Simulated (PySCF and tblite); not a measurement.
Values are calculated unless marked as measured or tabulated.
C₇H₁₄N₃ (charge +1), numbered as in [CH3:1][c:2]1[c:3]([NH3+:4])[cH:5][n:6][n:7]1[CH:8]([CH3:9])[CH3:10].

Conformers came from 60 starts (ETKDG and KDG, MMFF94s, GFN2-xTB); geometries are GFN2-xTB. Energies: B3LYP-D3(BJ)/def2-SVP (IEF-PCM, chloroform), with GFN2-xTB thermal terms (modes under about 100 cm⁻¹ blended into free rotors). Symmetry numbers and mirror images are counted. Conformers within 3 kcal/mol (GFN2-xTB free energy) were kept, 8 at most. Programs: PySCF with density fitting and tblite.

An NOE distance is ⟨r⁻⁶⟩^(−1/6) over all pairs of like atoms and, for the average, over conformers.

Torsions listed: N6–N7–C8–C9. Of a mirror pair one member is shown.

| conformer | shape | weight % |
| --- | --- | --- |
| 1 | 61° | 96.0 |
| 2 | -107° | 4.0 |

(1) Which H–H contacts under 3.5 Å would NOEs report (pairs on one atom left out) at 298.15 K?

The ion is treated without a counter-ion.

Results:

(1) 
```tsv
pair	in 1 (Å)	in 2 (Å)	average (Å)
H8 ··· H9/H10	2.61	2.58	2.61
H1 ··· H8	2.61	4.43	2.63
H4 ··· H5	3.05	3.06	3.05
H1 ··· H4	3.35	3.30	3.35
```

Longer pairs under the limit may be missing.
